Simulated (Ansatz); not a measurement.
Cost and result up the ladder for Mg₉S₉ (started as a model of: (MgS)9 cage of four- and six-membered rings) (18 atoms). Total charge 0; singlet. Geometry: PBE-D4/def2-SVP.

```xyz
18

Mg    1.940   -0.874   -2.403
Mg   -1.066   -1.322   -2.309
Mg    0.703    1.881   -2.045
Mg    2.639    0.564    0.966
Mg    0.870   -2.639    0.702
Mg    0.793   -0.688    3.034
Mg   -2.457   -0.843    1.211
Mg   -0.688    2.360    1.474
Mg   -2.733    1.562   -0.630
S     0.744   -2.855   -1.669
S     0.174    0.210   -3.709
S     2.918    1.080   -1.345
S     2.731   -1.665    1.898
S    -0.918   -2.267    2.346
S     1.255    1.668    2.670
S    -3.086   -0.780   -1.163
S    -0.913    3.154   -0.840
S    -2.905    1.455    1.811
```

Ansatz; hardware A = 2 threads of AMD EPYC 7R13 on a shared host and a share (18 GiB) of an NVIDIA H100 80GB HBM3; B = 2 threads of AMD EPYC 7R13 on a shared host. Times are rough, and most runs start from the orbitals of an earlier one. ωB97X-V/def2-TZVP serves as the yardstick here, not as an exact answer. Differences are given only for rows in sets of like size (and for xTB, whose basis is part of the method), since another set adds its own error. Binding counts from free atoms at the same level (Mg singlet, S triplet; other spins of the atoms weren't run), without zero-point energy or a counterpoise term.

Correlated methods freeze 54 core orbitals; core or outer-core shells of Mg are correlated, in sets that lack core-valence functions. The rows differ in basis, and correlated rows in double-zeta sets carry the largest basis error. Single mean-field runs in def2-TZVP are fitted with def2-universal-jkfit. Another isomer (singlet) lies 0.34 eV lower at PBE0-D4/def2-TZVP; other spin states weren't run for this one.

Correlated methods converge slowly with the basis, most of all in double-zeta sets.

```json
{"level": "MP2/def2-SVP [A]", "functions": "324", "wall time": "4 s"}
{"level": "PBE-D4/def2-SVP [A]", "functions": "324", "wall time": "4.1 s"}
{"level": "PBE0-D4/def2-SVP [A]", "functions": "324", "wall time": "4.6 s"}
{"level": "PBE-D4/def2-TZVP (with forces) [A]", "functions": "621", "wall time": "6 s"}
{"level": "RPA@PBE/def2-SVP [A]", "functions": "324", "wall time": "6 s"}
{"level": "PBE0-D4/def2-TZVP [A]", "functions": "621", "wall time": "6.5 s"}
{"level": "r2SCAN-D4/def2-TZVP [A]", "functions": "621", "wall time": "7 s"}
{"level": "HF/STO-3G [B]", "functions": "162", "wall time": "8 s"}
{"level": "ωB97X-V/def2-TZVP [A]", "functions": "621", "wall time": "11 s"}
```

Estimate what each level gives for the binding energy per atom (eV).


| level | binding energy per atom (eV) | difference from ωB97X-V/def2-TZVP (eV) |
| --- | --- | --- |
| MP2/def2-SVP [A] | 3.22 | – |
| PBE-D4/def2-SVP [A] | 3.37 | – |
| PBE0-D4/def2-SVP [A] | 3.36 | – |
| PBE-D4/def2-TZVP (with forces) [A] | 3.33 | -0.03 |
| RPA@PBE/def2-SVP [A] | 2.83 | – |
| PBE0-D4/def2-TZVP [A] | 3.32 | -0.03 |
| r2SCAN-D4/def2-TZVP [A] | 3.45 | 0.09 |
| HF/STO-3G [B] | 3.78 | – |
| ωB97X-V/def2-TZVP [A] | 3.36 | 0.00 |
